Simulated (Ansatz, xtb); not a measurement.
**C3H8O4S: which of two isomers lies lower**

Structure X is `CO[C@H](C)S(=O)(=O)O`, a singlet and structure Y is `CS(=O)(=O)OCCO`, a singlet. Both are isolated molecules in the gas phase, relaxed with B3LYP-D3(BJ)/def2-SVP; the shapes shown needn't be the lowest conformers.

X (Å):

```yaml
atoms:
  - { symbol: C, position_ang: [-0.7044, -2.1937, -1.1534] }
  - { symbol: C, position_ang: [-0.6052, 0.1361, -0.6284] }
  - { symbol: C, position_ang: [-1.5498, 1.3176, -0.6445] }
  - { symbol: O, position_ang: [-1.0314, -0.8544, -1.5087] }
  - { symbol: O, position_ang: [1.4849, 1.9027, -0.5228] }
  - { symbol: O, position_ang: [1.9534, -0.5232, -1.1475] }
  - { symbol: O, position_ang: [0.7654, 1.0464, -2.7270] }
  - { symbol: S, position_ang: [1.0920, 0.6593, -1.1652] }
  - { symbol: H, position_ang: [0.3851, -2.3448, -1.1151] }
  - { symbol: H, position_ang: [-1.1467, -2.4555, -0.1752] }
  - { symbol: H, position_ang: [-1.1426, -2.8399, -1.9256] }
  - { symbol: H, position_ang: [-0.4422, -0.2514, 0.3944] }
  - { symbol: H, position_ang: [-2.5345, 0.9945, -0.2763] }
  - { symbol: H, position_ang: [-1.1650, 2.1242, -0.0066] }
  - { symbol: H, position_ang: [-1.6593, 1.6957, -1.6705] }
  - { symbol: H, position_ang: [0.4506, 0.2329, -3.1613] }
```

Y (Å):

```xyz
16

C    -2.9554   -0.3302   -0.9466
C     0.9376   -0.3769   -0.2914
C     1.6517    0.5056   -1.3122
O    -1.1654    0.8787   -2.4848
O    -1.3335    1.5999   -0.0653
O    -0.4309   -0.6884   -0.6603
O     1.5951   -0.0056   -2.6133
S    -1.4096    0.5493   -1.0753
H    -2.9157   -1.1930   -1.6222
H    -3.0922   -0.6358    0.0974
H    -3.7347    0.3775   -1.2580
H     0.9442    0.0920    0.7065
H     1.4095   -1.3673   -0.2372
H     1.2480    1.5342   -1.2491
H     2.7103    0.5606   -1.0039
H     0.7017    0.1832   -2.9457
```

Quicker runs give these differences E(Y) − E(X): GFN2-xTB +0.098 eV; HF/STO-3G −0.143 eV (at GFN2-xTB geometries); r2SCAN-D4/def2-SVP −0.057 eV (at GFN2-xTB geometries).

Estimate E(Y) − E(X) at the level CCSD(T)/def2-SVP + ΔMP2/def2-TZVPP.

Not settled: CCSD(T)/def2-SVP + ΔMP2/def2-TZVPP gives E(Y) − E(X) = −0.070 eV, but this leans on the basis-set step: CCSD(T) alone gives −0.041 eV.

Level by level:

```csv
level,geometry,E(Y) − E(X) (eV),departure from the last row (eV),"job, with rough time for the two"
GFN2-xTB,GFN2-xTB,+0.098,+0.168,"optimisation, 0.21 s"
HF/STO-3G,GFN2-xTB,−0.143,−0.073,"single point, 0.48 s"
r2SCAN-D4/def2-SVP,GFN2-xTB,−0.057,+0.013,"single point, 4.9 s"
B3LYP-D3(BJ)/def2-SVP,B3LYP-D3(BJ)/def2-SVP,−0.046,+0.024,"optimisation, 72 s"
HF/def2-SVP,B3LYP-D3(BJ)/def2-SVP,−0.188,−0.118,part of the CCSD(T) run
MP2/def2-SVP,B3LYP-D3(BJ)/def2-SVP,−0.028,+0.042,part of the CCSD(T) run
CCSD(T)/def2-SVP,B3LYP-D3(BJ)/def2-SVP,−0.041,+0.029,single point
CCSD(T)/def2-SVP + ΔMP2/def2-TZVPP,B3LYP-D3(BJ)/def2-SVP,−0.070,,"single point, 2.7 min"
```

As drawn, both hold the same kinds of bond in the same numbers. Structure X has 2 methyl groups, Y 1.

GFN2-xTB puts the two in the other order. The largest departure from CCSD(T)/def2-SVP + ΔMP2/def2-TZVPP is that of GFN2-xTB, 0.168 eV. The last row adds to CCSD(T) the change of the MP2 difference between the two basis sets, here −0.029 eV.

With thermal terms from frequencies at re-optimised GFN2-xTB minima (ideal gas, soft modes damped towards free rotors, one conformer each, 298.15 K, 1 atm): the zero-point term adds +0.027 eV; ΔH is −0.058 and ΔG −0.038 eV.

The correlated steps freeze 12 core orbitals. Mirror images aren't counted in ΔG. Run with Ansatz 0.2.0, xtb 6.7.1; the last row on 4 threads of Arm Neoverse V1 on a shared host.
